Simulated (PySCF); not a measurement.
# A small calculation by hand: refractive index and permittivity of the vapour

Si(F)(I)(Me)2 (C2H6FISi), SMILES C[Si](C)(F)I.

The structure is a stationary point at B3LYP-D3(BJ)/def2-SVP. The def2 effective core potentials stand for the cores of I; spin–orbit coupling is left out.

B3LYP/def2-TZVP run with PySCF gives a mean static polarisability of 80.2 bohr³ and a dipole moment of 2.53 D. Take an ideal gas at 298.15 K and 0.01 bar, whether or not the substance is that volatile.

Problem. Work out n − 1 in the optical limit and the static ε − 1.

Solution. 
Polarisability volume α' = 80.2 × 0.148185 = 11.88 Å³. Number density N = p/kT = 2.43e-7 Å⁻³.
Dilute limit of Lorentz–Lorenz: n − 1 = 2π N α' = 1.8e-5.
Orientation term of Debye: μ²/(3kT) = 8.098 Å³ × μ²(D²) = 51.83 Å³.
ε − 1 = 4π N (α' + μ²/3kT) = 0.00019. Orientation of the dipole supplies 81 % of the static response; it can't follow optical fields. Vibrational polarisation and dispersion are left out.
